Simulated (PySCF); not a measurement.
**Computed spin Hamiltonian**

Compound: C3H5F2O2Si (doublet state).
Z-matrix (Å and degrees, GFN2-xTB geometry), rows numbered from 1:
```
F 
C   1  1.3535
F   2  1.3451  1  108.88
O   2  1.3394  1  115.77  3  -126.16
C   4  1.3545  2  122.23  1   -28.51
C   5  1.3427  4  119.79  2  -165.28
O   6  1.3232  5  125.78  4     0.85
Si  7  1.6493  6  131.91  5     0.19
H   5  1.0789  4  118.17  2    15.64
H   6  1.0817  5  119.66  4  -178.16
H   8  1.4603  7  110.56  6    62.70
H   8  1.4564  7   96.67  6  -179.65
H   8  1.4585  7  110.65  6   -61.75
```

The hyperfine couplings belong to this conformer and change with its torsions.

As a line formula: `F[C](F)O/C=C\O[SiH3]` [radical].

Level of theory: UKS B3LYP, pcH-1 on C F H O Si, non-relativistic, mean-field spin-orbit, GIAO (PySCF 2.14.0). One conformer (not necessarily the lowest) at the GFN2-xTB geometry, without solvent, vibrations or thermal averaging. Couplings are sensitive to structure, and on GFN2-xTB geometries they can be far from those on DFT ones. The SCF solution wasn't tested for stability.

```json
{
 "g1, g2, g3": "2.00182, 2.00395, 2.00419",
 "g_iso": "2.00332",
 "Form of g": "close to axial: the two nearest values differ by 10 % of g3 − g1",
 "⟨S²⟩": "0.7532 (exact 0.7500)",
 "α and β electrons": "36, 35"
}
```

Isotropic coupling and dipolar principal values T1 to T3, in 10⁻⁴ cm⁻¹; ρ(0) is the spin density at the nucleus (1 × 10⁻⁴ cm⁻¹ = 2.998 MHz):

```tsv
atom	isotope	a_iso	of which spin–orbit	T1	T2	T3	Mulliken spin population	ρ(0) (bohr⁻³)
F1	19F	132.1	0.4	-66.1	-62.0	128.1	0.05	0.0938
C2	13C	222.2	0.0	-21.5	-21.4	43.0	0.76	0.5926
F3	19F	124.5	0.4	-65.8	-61.3	127.1	0.05	0.0884
O4	17O	-19.5	0.0	-17.2	8.3	8.9	0.09	0.0965
C5	13C	-3.0	0.0	-2.8	0.7	2.1	-0.04	-0.0079
C6	13C	2.1	0.0	-2.3	-1.9	4.2	0.08	0.0056
O7	17O	-0.5	0.0	-1.6	0.7	0.9	0.01	0.0023
Si8	29Si	0.2	0.0	-0.2	0.1	0.1	0.00	-0.0005
H9	1H	0.8	0.0	-1.3	-0.9	2.3	0.00	0.0005
H10	1H	-1.8	0.0	-1.1	-0.3	1.4	0.00	-0.0012
H11	1H	0.3	0.0	-0.6	-0.4	1.0	0.00	0.0002
H12	1H	-0.1	0.0	-0.2	-0.2	0.4	0.00	-0.0001
H13	1H	0.8	0.0	-0.5	-0.4	0.8	0.00	0.0006
```

The largest Mulliken spin populations are on C2 (+0.76), O4 (+0.09) and C6 (+0.08). No atom but C2 exceeds +0.15. The angles at C2 add up to 335.9°, so it is pyramidal.

Axes: g2 points within 15° of the F1–C2 bond.

Under fast tumbling the dipolar parts average out, and these isotropic splittings remain: 2 × 19F (F1/F3, I = 1/2, 3 lines) with 13.72 mT, 1 × 1H (H10, I = 1/2, 2 lines) with 0.19 mT, 1 × 1H (H9, I = 1/2, 2 lines) with 0.08 mT and 3 × 1H (H11/H12/H13, I = 1/2, 4 lines) with 0.04 mT.

Class means assume fast exchange of nuclei equivalent by connectivity; if that motion is slow, each nucleus keeps its own coupling.

The 13C coupling of C2 (666.2 MHz) shows only in satellite lines or after enrichment, since that isotope makes up about 1.07 % of natural carbon.

The 17O coupling of O4 (-58.5 MHz) shows only in satellite lines or after enrichment, since that isotope makes up about 0.038 % of natural oxygen.
